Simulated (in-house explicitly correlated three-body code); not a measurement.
Results of a calculation; reference values are marked as such.
**Two electrons around a charge Z: the exact Kohn-Sham energy parts**

The exact non-relativistic ground state comes from a variational code in 260 exponentially correlated functions, the Kohn-Sham parts from inverting its density (past Z = 6 the correlation energy is taken as exact minus Hartree-Fock, equal to within microhartrees), and self-consistent runs (Hartree-Fock is restricted) from a B-spline radial code. Z may be fractional; the second electron is bound down to Z = 0.911.

E_c tends to a constant and T_c to −E_c as Z grows.

```tsv
Z	E (Eh)	E_x (Eh)	E_c (mEh)	T_c (mEh)	−T_c/E_c	binding (eV)
1.3	-1.029897	-0.58218	-40.54	31.86	0.786	5.031
1.56	-1.611503	-0.74760	-41.12	34.08	0.829	10.74
1.84	-2.389049	-0.92405	-41.78	35.84	0.858	18.95
2.34	-4.167320	-1.23780	-42.70	38.01	0.890	38.9
2.68	-5.662014	-1.45076	-43.16	39.05	0.905	56.35
3.36	-9.344789	-1.87632	-43.84	40.53	0.925	100.7
3.9	?	?	?	?	?	?
4.6	-18.440830	-2.65183	-44.58	42.14	0.945	213.9
5.4	-25.941093	-3.15202	-44.88	42.80	0.954	309.2
6.7	?	?	?	?	?	?
7.9	-57.629082	-4.71484	-45.44	44.00	0.968	719
9.6	-86.316771	-5.77746	-45.65	44.47	0.974	1095
```

**Question.** What belongs in the row Z = 3.9?

**Answer.** E (Eh): -12.928015; E_x (Eh): -2.21409; E_c (mEh): -44.21; T_c (mEh): 41.35; −T_c/E_c: 0.935; binding (eV): 144.8.

**Question.** What belongs in the row Z = 6.7?

**Answer.** E (Eh): -40.858892; E_x (Eh): -3.96472; E_c (mEh): -45.22; T_c (mEh): 43.54; −T_c/E_c: 0.963; binding (eV): 501.1.

**Question.** Where is correlation strongest relative to exchange?

**Answer.** E_c/E_x falls from 0.070 at Z = 1.3 to 0.0079 at Z = 9.6, since exchange grows as Z while correlation stays near −0.045 hartree. The smaller −T_c/E_c at low Z marks the more static, in-out correlation of a loosely bound pair.
